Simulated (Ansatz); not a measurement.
Ansatz (a program for electronic structure) input for GaCl2I, SMILES [Cl][Ga]([Cl])[I], CAM-B3LYP/def2-SVPD. Coordinates come from a B3LYP-D3(BJ)/def2-SVP optimisation. The def2 effective core potentials stand for the cores of I; spin–orbit coupling is left out.

Ansatz 0.2 input:
```yaml
crystal:
  periodic: [false, false, false]
  atoms:
    - {symbol: Ga, position_ang: [0.00000000, 0.00000000, 0.79372345]}
    - {symbol: Cl, position_ang: [0.00000000, 1.83546740, 1.89962644]}
    - {symbol: Cl, position_ang: [0.00000000, -1.83546740, 1.89962644]}
    - {symbol: I, position_ang: [0.00000000, 0.00000000, -1.68288163]}
basis:
  gaussian:
    orbitals: def2-SVPD
hamiltonian:
  xc: {name: CAM-B3LYP}
```

It prints:

```
WARN ansatz: RAYON_NUM_THREADS=1 ignored (pool sized by the plan → 1); use --threads N
Functional definition: CAM-B3LYP
integrals: 0.10 GiB planned
1293 factors; integrals over basis functions are off by at most 3.2e-4 eV
integrals: 0.19 GiB planned
423 factors; integrals over basis functions are off by at most 4.0e-5 eV
mean field: 1.04 GiB planned
mean field evaluation 1: about -85516.6583 eV, gradient 2.9e1 eV
mean field evaluation 2: about -85516.1949 eV, gradient 3.7e1 eV
mean field evaluation 4: about -85518.4052 eV, gradient 5.8e-1 eV
mean field evaluation 8: about -85518.4151 eV, gradient 5.0e-2 eV
mean field evaluation 16: about -85518.4151 eV, gradient 8.5e-5 eV
mean field -85518.41508261 eV, -3142.7437878222 hartree, gradient 8.5e-5 eV, S^2 0.000000; 0 other end points of the search recorded, 0 dependent functions left out
reference -85518.41520974 eV, -3142.7437924940 hartree; 45, 45 occupied and 82, 82 virtual orbitals, 1293 factors
Total energy: -85518.41520974 eV, -3142.7437924940 hartree
```

Self-consistency was reached.
